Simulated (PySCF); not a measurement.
# Spin states and ions at one geometry of [TlCl2]−

PySCF 2.14.0, RKS BP86, Tl def2-SVP with ECP60, Cl def2-SVP; non-relativistic Hamiltonian with scalar-relativistic core potentials where named; density fitting; no spin-orbit coupling; singlets restricted, open shells unrestricted. The geometry is relaxed for charge -1, singlet, vacuum:

```xyz
3

Tl   -0.8502    0.4425    0.0000
Cl    0.6091   -0.3170    2.1207
Cl    0.6091   -0.3170   -2.1207
```

Energies count from the relaxed state; an electron taken off or put on is at rest in vacuum. Charges and spins are Mulliken's.

```
                     state  energy (eV)  spin squared  charge on Tl1 (e)  spin on Tl1 (e)  dipole about the centre of mass (D)
charge -1, singlet, vacuum         0.00          0.00               0.04             0.00                                 5.14
 charge 0, doublet, vacuum         3.63          0.75               0.47             0.22                                 3.51
```

What does the state charge -1, triplet, vacuum give?

energy (eV) 3.18, spin squared 2.00, charge on Tl1 (e) -0.28, spin on Tl1 (e) 1.31, dipole about the centre of mass (D) 3.13.

With an electron taken off (doublet) the charges change, summed by element, by Tl +0.43 e, Cl +0.57 e. The vertical ionisation energy is 3.63 eV, against −ε(HOMO) = 0.75 eV of the relaxed state. The level lies 2.9 eV too high, as is usual for semilocal functionals and global hybrids, which keep a self-interaction error.

Open shells may have lower solutions than those found. The basis has no diffuse functions, which an anion needs.
